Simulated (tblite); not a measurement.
Input of a run (GFN2-xTB geometry optimisation, gas phase (tblite 0.8.0)), started from a force field or distance geometry:
```
{"job": {"kind": "relax", "xc": "GFN2-xTB", "basis": "xTB"}, "charge": 0, "multiplicity": 2}
C     -2.056700     0.166100    -0.094700
C     -0.601600    -0.041300    -0.052600
C     -0.141800    -1.352600    -0.131600
C      1.223100    -1.598600    -0.100700
C      2.106200    -0.548300     0.049200
F      3.431600    -0.807200     0.079600
C      1.612900     0.748600     0.126900
F      2.492100     1.781700     0.265900
C      0.263500     1.026800     0.092300
H     -2.616300    -0.546800     0.574200
H     -2.261900     1.178400     0.343600
H     -2.468200     0.074800    -1.106900
H     -0.882900    -2.143400    -0.228500
H     -0.100600     2.061400     0.161000
```

Output (eV, eV/Å):
```
step      E/eV     max force
  0    -731.54547    2.083
  1    -731.66045    0.680
  2    -731.68397    0.417
  3    -731.70630    0.447
  4    -731.71826    0.355
  5    -731.72469    0.222
  6    -731.72852    0.158
  7    -731.73162    0.145
  8    -731.73343    0.135
  9    -731.73450    0.090
 10    -731.73521    0.061
 11    -731.73566    0.058
 12    -731.73590    0.048
 13    -731.73602    0.032
 14    -731.73611    0.029
 15    -731.73619    0.021
 16    -731.73625    0.019
 17    -731.73629    0.019
 18    -731.73633    0.023
 19    -731.73638    0.022
 20    -731.73644    0.021
 21    -731.73649    0.023
 22    -731.73654    0.021
 23    -731.73659    0.019
 24    -731.73664    0.021
 25    -731.73668    0.015
 26    -731.73670    0.011
 27    -731.73671    0.011
 28    -731.73673    0.010
```

Problem. Summarise the run.

Solution. The energy falls by 18.5 kJ/mol over 28 L-BFGS steps, the largest force on an atom goes from 2.08 to 0.010 eV/Å, and the atoms move by 0.050 Å rms after alignment. The bond that changes most is C1–H10 (ends: carbon bonded to C and 3 H; hydrogen on carbon), which shortens by 0.039 Å. Bonds longer at the end by more than 0.005 Å: 3 of 14; shorter: 9. Among the angles that change most is C3–C4–C5, from 119.8° to 124.7°. The energy never rose by more than 1e-5 eV on the way. The first step brought 60 % of the lowering.

Problem. What are the final bond lengths?

Solution. C1–C2 1.496 Å, C2–C3 1.402 Å, C3–C4 1.357 Å, C4–C5 1.366 Å, C5–F6 1.340 Å, C5–C7 1.399 Å, C7–F8 1.344 Å, C7–C9 1.383 Å, C2–C9 1.386 Å, C1–H10 1.088 Å, C1–H11 1.086 Å, C1–H12 1.090 Å, C3–H13 1.079 Å, C9–H14 1.079 Å. Numbering counts from 1 in the input's order; the species is `CC1=CC(F)=C(F)[C]=C1` [radical].

The run took 0.11 s of wall time on an Arm Neoverse V2 with one thread, shared host.

GFN2-xTB frequencies show an imaginary mode (25i cm⁻¹), so the point is no minimum at that level.

The numbers are calculated, not measured.
